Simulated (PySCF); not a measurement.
Species: C7H9BN2.
SMILES with atom numbers: `[CH3:1][C:2]#[N+:3][BH2-:4][c:5]1[cH:6][cH:7][cH:8][cH:9][n:10]1` (hydrogens: H11, H12, H13 on C1; H14, H15 on B4; H16 on C6; H17 on C7; H18 on C8; H19 on C9)

Cartesian coordinates in Å at the PBE0-D3(BJ)/def2-SVP level; atoms count from 1:
```xyz
19
C7H9BN2 angstrom
C      3.849    0.873   -0.351
C      2.671    0.036   -0.397
N      1.741   -0.640   -0.439
B      0.503   -1.551   -0.501
C     -0.829   -0.716   -0.163
C     -0.872    0.655    0.138
C     -2.087    1.275    0.414
C     -3.249    0.510    0.386
C     -3.120   -0.846    0.079
N     -1.964   -1.440   -0.185
H      4.553    0.568   -1.140
H      3.568    1.924   -0.511
H      4.342    0.778    0.627
H      0.503   -1.996   -1.642
H      0.726   -2.436    0.314
H      0.050    1.244    0.156
H     -2.128    2.343    0.648
H     -4.229    0.945    0.594
H     -4.013   -1.485    0.047
```

Method used: PySCF 2.14.0, density-fitted response routines, TDDFT PBE0/def2-SVPD, vertical, gas phase, core orbitals frozen in the response.

Transition dipole moments from the ground state, in atomic units and in the frame of the coordinates above (overall signs are arbitrary), for the states with f of 0.002 or more among the lowest 8:

| state | E (eV) | μx | μy | μz |
| --- | --- | --- | --- | --- |
| S1 | 4.433 | 0.012 | -0.040 | 0.167 |
| S2 | 4.640 | -0.416 | -0.040 | 0.051 |
| S6 | 4.933 | -0.322 | -0.244 | -0.030 |
| S7 | 5.312 | 0.349 | -0.003 | -0.040 |
| S8 | 5.352 | -0.776 | -0.163 | 0.053 |

What oscillator strength does each state have?

f = (2/3) ΔE |μ|² with ΔE in hartree (27.2114 eV).

```csv
state,|μ|² (au),|μ| (D),f
S1,0.030,0.44,0.003
S2,0.178,1.07,0.020
S6,0.164,1.03,0.020
S7,0.123,0.89,0.016
S8,0.632,2.02,0.083
```

What angle do the transition dipoles of S6 and S7 make?

|cos θ| = |μa·μb| / (|μa| |μb|) = 0.78, so θ ≈ 39° (taken between 0 and 90°, since the signs are arbitrary).

How is the summed strength of these states shared among x, y and z?

(2/3) Σ ΔE μα² gives 0.127 for x, 0.011 for y and 0.004 for z, 0.142 in all.

What peak molar absorption coefficient would the strongest computed level give as a lone Gaussian band 0.4 eV wide at half height?

ε(max) = 2.175×10⁸ f / FWHM, with the width in cm⁻¹. S8: 2.175×10⁸ × 0.0829 / 3226 ≈ 5600 L mol⁻¹ cm⁻¹.

All these states lie below the vertical ionisation energy of 8.08 eV (ΔSCF).

Hardware: Intel Xeon at 2.50 GHz, one thread, shared host. Cost: 12 min wall, 11 min CPU, 1.2 GiB resident at most.

One conformer stands for the species.
